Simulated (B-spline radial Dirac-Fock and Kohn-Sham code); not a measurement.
Pt⁴⁺: non-radiative channels of the 3d5/2 vacancy

System: Pt⁴⁺, configuration [Xe] 4f14 5d6.

The run's input, task.json:

```json
{"items": [{
  "Z": 78,
  "q": 4,
  "cfg": [[1, 0, 2], [2, 0, 2], [2, 1, 6], [3, 0, 2], [3, 1, 6], [3, 2, 10], [4, 0, 2], [4, 1, 6], [4, 2, 10], [4, 3, 14], [5, 0, 2], [5, 1, 6], [5, 2, 6]],
  "A": 195,
  "rrms": 5.427,
  "do": ["binding", "quiet", "decay"],
  "holes": ["K", "L1", "L2", "L3", "M1", "M2", "M3", "M4", "M5", "N1", "N2", "N3", "N4", "N5", "N6", "N7"]
}]}
```

Command: `python xray_run.py task.json out`

Method: one-electron (LDA, Dirac) transition rates at Dirac-Fock energies. Computed with a radial finite-basis atomic code. Kinetic energies are configuration averages from the vacuum level; the two-hole energies are estimated from single-hole states.

```
transition  kinetic energy (eV)  width (meV)  share (%)
   M5-N1N5                979.6         90.7        4.1
   M5-N2N5               1094.6         92.4        4.2
   M5-N3N5               1188.7          141        6.4
   M5-N1N7               1227.4         37.3        1.7
   M5-N2N7               1343.2         19.6        0.9
   M5-N4N5               1376.4          195        8.9
   M5-N5N5               1393.8          219        9.9
   M5-N5O1               1615.0         15.9        0.7
   M5-N4N7               1625.1         97.5        4.4
   M5-N5N6               1638.9          155        7.0
   M5-N5N7               1644.1          247       11.2
   M5-N5O2               1655.6         15.8        0.7
   M5-N5O3               1672.3         24.2        1.1
   M5-N5O5               1730.1         26.2        1.2
   M5-N6N7               1887.3          374       17.0
   M5-N7N7               1891.4          256       11.6
```

The listed channels hold 91 % of the non-radiative rate. Summed by principal shells, of 2.21 eV in all: MNN 91.8 %, MNO 8.0 %, MOO 0.2 %.
